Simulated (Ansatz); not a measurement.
C₂HF₅O (`FC(F)OC(F)(F)F`). Charge 0, multiplicity 1. All single points use the PBE0-D4/def2-TZVP geometry. It is one conformer, not always the lowest.

```xyz
9

F     1.334    1.020    0.530
C     1.098    0.190   -0.494
F     1.676   -0.983   -0.205
O    -0.253    0.031   -0.720
C    -1.113   -0.164    0.324
F    -0.639   -1.009    1.229
F    -1.401    0.978    0.936
F    -2.226   -0.657   -0.186
H     1.524    0.593   -1.413
```

Problem. What is the dipole moment at B3LYP/def2-TZVPP? (Best estimate.)

Solution. The calculation gave: 1.71 D, with components (0.81, 0.59, -1.39) D in this frame, pointing from negative to positive charge.

Problem. And with PBE, r2SCAN, ωB97M-V? (An estimate is asked.)

Solution. Ansatz gave: PBE 1.57 D, r2SCAN 1.64 D, ωB97M-V 1.70 D.

Problem. Give the Mulliken charges with B3LYP, r2SCAN, PBE in def2-TZVPP. (Estimate.)

Solution. Computed: 
```tsv
atom	B3LYP	r2SCAN	PBE
F1	-0.18	-0.18	-0.14
C2	0.40	0.45	0.30
F3	-0.18	-0.18	-0.13
O4	-0.26	-0.26	-0.20
C5	0.57	0.57	0.42
F6	-0.16	-0.15	-0.11
F7	-0.16	-0.16	-0.12
F8	-0.15	-0.15	-0.11
H9	0.11	0.06	0.09
```

B3LYP here is the variant with VWN-RPA as its local correlation; programs differ in this.
